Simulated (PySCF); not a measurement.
## Ho⁺ (holmium, charge +1) across methods

[Xe] 4f11 6s1, one real determinant. Calculation: PySCF 2.14, in x2c-TZVPPall; scalar relativity by spin-free X2C-1e.

| method | E (hartree) | mean ε 4f α (eV) | mean ε 4f β (eV) | mean ε 6s α (eV) | Σ⟨r²⟩ (bohr²) | ⟨S²⟩ |
| --- | --- | --- | --- | --- | --- | --- |
| PBE0 | -12615.46 | -13.042 | -10.877 | -9.765 | 53.00 | 6.002 |
| LDA | -12606.89 | -10.466 | -8.421 | -9.469 | 52.52 | 6.001 |
| UHF | -12611.13523 | -21.086 | -17.821 | -10.952 | 54.32 | 6.004 |
| r2SCAN | -12615.84 | -10.191 | -8.324 | -9.335 | 52.88 | 6.002 |

(1) Estimate the same row for PBE.

⟨L²⟩ = 34.01 against 42 for a pure I term, so this real determinant mixes terms. Spin-orbit coupling, absent here, splits the open shell strongly.

## Answers

(1) E (hartree) = -12615.64; mean ε 4f α (eV) = -10.159; mean ε 4f β (eV) = -8.305; mean ε 6s α (eV) = -9.228; Σ⟨r²⟩ (bohr²) = 52.89; ⟨S²⟩ = 6.001.
